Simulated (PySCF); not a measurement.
5-(furan-2-yl)pyrimidine (C8H6N2O), SMILES c1coc(-c2cncnc2)c1.

Geometry: B3LYP-D3(BJ)/def2-SVP. Other conformers were not sampled.

Level of theory: PBE/def2-SVP (PySCF).

Symmetry labels are those of the subgroup Cs that the program uses (full group Cs).

Computed valence orbital energies around the gap with their symmetry:
```csv
orbital,symmetry,energy (eV)
HOMO−7,A',-9.93
HOMO−6,A',-9.25
HOMO−5,A",-8.00
HOMO−4,A",-7.87
HOMO−3,A",-7.21
HOMO−2,A',-6.86
HOMO−1,A",-5.65
HOMO,A',-5.59
LUMO,A",-2.34
LUMO+1,A",-2.07
LUMO+2,A",-0.46
LUMO+3,A",0.51
```
